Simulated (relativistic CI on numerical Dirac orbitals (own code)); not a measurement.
# Hg³⁺: 5d valence photoemission

Computed with this model: Dirac-Coulomb-Breit CI, separate exchange-only KLI orbitals for each configuration, QED by a radiative potential, valence Slater integrals scaled by 0.7, multiplet model of photoemission in the sudden approximation; configurations [Xe] 4f14 5d9 → [Xe] 4f14 5d8; 300 K; Lorentzian 0.3 eV and Gaussian 0.5 eV FWHM. Energies are those of the free ion, without screening or charge transfer. The energies are binding energies and can lie tens of eV above those of solids. S is read from ⟨S²⟩ = S(S + 1).

Field parameters in Wybourne normalisation: D4h B²₀ = −7Ds, B⁴₀ = 21(Dq − Dt), B⁴₄ = 21√(5/14) Dq. The field is a parameter set, without covalency.

free ion: ground-state S = 0.50, centroid 48.13 eV. Peaks (eV, height): 46.6 (100), 47.5 (63), 48.4 (48), 49.9 (68).

D4h, 10Dq = 34600, Ds = -1500, Dt = -430 cm⁻¹: ground-state S = 0.50, centroid 48.46 eV. Peaks (eV, height): 44.8 (77), 45.6 (57), 48.8 (87), 50.5 (100).

D4h, 10Dq = 34600, Ds = -600, Dt = -430 cm⁻¹: ground-state S = 0.50, centroid 48.44 eV. Peaks (eV, height): 44.6 (71), 45.8 (60), 47.4 (12), 48.7 (77), 50.5 (100).

D4h, 10Dq = 34600, Ds = 300, Dt = -430 cm⁻¹: ground-state S = 0.50, centroid 48.41 eV. Peaks (eV, height): 44.4 (68), 45.7 (50), 46.9 (22), 48.6 (71), 50.5 (100).

D4h, 10Dq = 34600, Ds = 1200, Dt = -430 cm⁻¹: ground-state S = 0.50, centroid 48.43 eV. Peaks (eV, height): 44.5 (73), 45.7 (60), 47.1 (16), 48.9 (85), 50.2 (100), 50.9 (85).

D4h, 10Dq = 34600, Ds = 2100, Dt = -430 cm⁻¹: ground-state S = 0.50, centroid 48.45 eV. Peaks (eV, height): 44.7 (69), 45.7 (55), 47.7 (10), 48.9 (83), 50.1 (100), 51.1 (61).

Strongest unbroadened transitions for D4h, 10Dq = 34600, Ds = 2100, Dt = -430 cm⁻¹:

```csv
Energy (eV),Relative strength
44.71,100.0
45.65,58.8
46.00,33.1
47.60,7.3
48.70,32.6
48.87,32.9
48.89,48.3
49.11,16.9
49.78,11.1
50.08,63.2
50.10,24.4
50.13,33.0
50.49,18.4
50.56,31.8
51.05,37.2
51.23,30.6
51.26,8.6
51.30,3.8
```
